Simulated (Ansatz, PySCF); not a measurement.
Molecule: CH2Cl (charge +1, singlet). 
Structure (B3LYP-D3(BJ)/def2-TZVP (Ansatz, a first-principles code) minimum search):
```xyz
4

C     -1.0411     0.0044    -0.0059
Cl     0.5527    -0.0023     0.0031
H     -1.5701     0.9565    -0.0356
H     -1.5783    -0.9433     0.0178
```
Charge +1, spin multiplicity 1.

Total electronic energies in hartree. Cores are frozen in the correlated levels unless marked. Spin-orbit coupling is left out. Non-relativistic. CBS(X,Y): correlation extrapolated as X^-3; Hartree-Fock from the larger set.

```csv
level,program,energy (Eh)
RI-HF/def2-TZVPP,Ansatz,-498.20183
RI-HF/def2-TZVPPD,Ansatz,-498.20236
PBE0/STO-3G,Ansatz,-493.45007
CAM-B3LYP-D3(BJ)/def2-TZVPD,Ansatz + dftd3,-499.13880
"MP2/CBS(def2-TZVPP,def2-QZVPP)",Ansatz,-498.5937
RI-MP2/aug-cc-pV(Q+d)Z,Ansatz,-498.57541
CCSD(T)/6-31G,Ansatz,-498.24191
CCSD(T)/cc-pVDZ,PySCF,-498.46983
"CCSD(T)/CBS(aug-cc-pV(T+d)Z,aug-cc-pV(Q+d)Z)",Ansatz,-498.6355
```

Totals of different functionals don't rank their quality; only differences between species are comparable.
